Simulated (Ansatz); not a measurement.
Series (HBeX)2: PBE-D4/def2-TZVP single points in Ansatz on relaxed structures, gas phase. Binding counts from free atoms in the multiplicity of their measured ground term, without zero-point energy. The structures are stationary points that may keep the symmetry of their start. Remarks come from the PBE and PBE0 runs and from stability tests at other levels; not every state was tested. HOMO above LUMO (over both spins in singlets and doublets, within one spin in higher multiplets; at PBE or PBE0), or a gap under 0.15 eV within one spin, warns that the state may not be the lowest or that an electron is smeared out.

```csv
species,atoms,state,geometry,HOMO (eV),LUMO (eV),gap (eV),vertical IE (eV),vertical triplet (eV),binding per atom (eV),point group (within 0.1 Å),remarks
(HBe-mu-F)2 (Be2H2F2),6,singlet,PBE-D4/def2-TZVP,-7.60,-1.18,6.42,10.91,6.35,3.56,D2h,–
(HBe-mu-H)2 (Be2H4),6,singlet,PBE-D4/def2-TZVP,-7.41,-3.27,4.14,10.77,4.23,2.39,D2h,gap within one spin near zero at PBE or PBE0 (triplet)
(HBe-mu-OH)2 (Be2O2H4),8,singlet,r2SCAN-D4/def2-TZVP,-6.57,-0.71,5.86,9.75,6.31,3.65,D2h,gap within one spin near zero at PBE or PBE0 (triplet)
(HBe-mu-NH2)2 (Be2N2H6),10,singlet,PBE0-D4/def2-TZVP,-5.91,-1.15,4.76,8.93,4.62,3.37,C2v,–
```

Estimate the rows for (HBe-mu-Cl)2 (Be2H2Cl2) (singlet, PBE0-D4/def2-TZVP geometry); (HBe-mu-Br)2 (Be2H2Br2) (singlet, B3LYP-D4/def2-TZVP geometry).


```json
{"species": "(HBe-mu-Cl)2 (Be2H2Cl2)", "atoms": "6", "state": "singlet", "geometry": "PBE0-D4/def2-TZVP", "HOMO (eV)": "-7.14", "LUMO (eV)": "-1.57", "gap (eV)": "5.58", "vertical IE (eV)": "10.20", "vertical triplet (eV)": "5.45", "binding per atom (eV)": "2.91", "point group (within 0.1 Å)": "D2h"}
{"species": "(HBe-mu-Br)2 (Be2H2Br2)", "atoms": "6", "state": "singlet", "geometry": "B3LYP-D4/def2-TZVP", "HOMO (eV)": "-7.06", "LUMO (eV)": "-1.72", "gap (eV)": "5.34", "vertical IE (eV)": "9.96", "vertical triplet (eV)": "5.19", "binding per atom (eV)": "2.69", "point group (within 0.1 Å)": "D2h"}
```

The gap (eV) runs from 4.14 ((HBe-mu-H)2) to 6.42 ((HBe-mu-F)2). The vertical IE (eV) runs from 8.93 ((HBe-mu-NH2)2) to 10.91 ((HBe-mu-F)2). The vertical triplet (eV) runs from 4.23 ((HBe-mu-H)2) to 6.35 ((HBe-mu-F)2).
